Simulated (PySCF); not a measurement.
## Unknowns

[PySCF: shieldings: GIAO PBE0/pcSseg-1; geometry from GFN2-xTB; non-relativistic Hamiltonian; fast rotation and ring inversion assumed for equivalent nuclei; in vacuum; a single conformation]

Chemical shifts δ = σref − σ; 1H (σref 31.72), 13C (σref 186.93) vs TMS, all at this level. Where no couplings were computed, multiplicities follow the n + 1 count of equivalent neighbours, and m marks all less simple cases (inequivalent or close neighbours, rings, F or P nearby). Shifts are as computed. Against solution values, carbons near 30 ppm lie about +3 ppm off and those near 130 ppm about +5 ppm. Of 1211 compounds with measured shifts, 218 miss one by over three times the rms of a fit or turn the order of signals round; such compounds aren't used in these exercises.

Q: C9H12. 1H NMR (400 MHz, computed): δ 7.14 (m, 1H), 6.08 (d, 1H), 5.60 (br s, 1H), 5.42 (m, 1H), 5.41 (m, 1H), 5.33 (br s, 1H), 2.87 (m, 1H), 2.81 (m, 1H), 2.20 (m, 1H), 1.17 (d, 3H). 13C{1H} NMR (computed): δ 160.8, 146.0, 141.8, 135.4, 124.1, 114.2, 37.2, 35.9, 22.5. Identify the compound.

A: `C=C/C=C1/C[C@@H](C)C1=C`. Rings plus π bonds: 4 (1 ring in the answer). 9 carbon signals for 9 carbons: no two carbons are equivalent. Carbon types of the structure: 2 × C, 3 × CH, 3 × CH2, 1 × CH3, which accounts for all hydrogens. δC 160.8, 146.0: fully substituted alkene carbon; an sp2 carbon of a C=C bond. δC 141.8, 135.4: alkene CH; the olefinic region. δC 124.1, 114.2: terminal =CH2 carbon; as expected for a trigonal carbon in a double bond. δH 7.14, 6.08: hydrogen on an alkene CH; olefinic region.

The shifts were computed for this structure.

Q: C9H12. 1H NMR (300 MHz, computed): δ 6.06 (m, 1H), 6.06 (m, 1H), 5.80 (m, 1H), 5.63 (m, 1H), 5.31 (m, 1H), 5.16 (m, 1H), 3.03 (m, 1H), 2.96 (m, 1H), 2.78 (m, 1H), 1.86 (s, 3H). 13C{1H} NMR (computed): δ 150.2, 142.6, 136.3, 132.2, 126.4, 119.9, 52.6, 32.0, 24.4. Identify the compound.

A: `InChI=1S/C9H12/c1-3-9-7-5-4-6-8(9)2/h3,5-7,9H,1,4H2,2H3/t9-/m1/s1`. Rings plus π bonds: 4 (1 ring in the answer). 9 carbon signals for 9 carbons: no two carbons are equivalent. Carbon types of the structure: 1 × C, 5 × CH, 2 × CH2, 1 × CH3, which accounts for all hydrogens. δC 150.2, 136.3, 132.2, 126.4: alkene CH; as expected for a trigonal carbon in a double bond. δC 142.6: fully substituted alkene carbon; as expected for a trigonal carbon in a double bond. δC 119.9: terminal =CH2 carbon; an sp2 carbon of a C=C bond. δC 52.6: allylic sp3 CH; saturated and bonded to C and H only.

The data come from this structure; uniqueness wasn't tested.
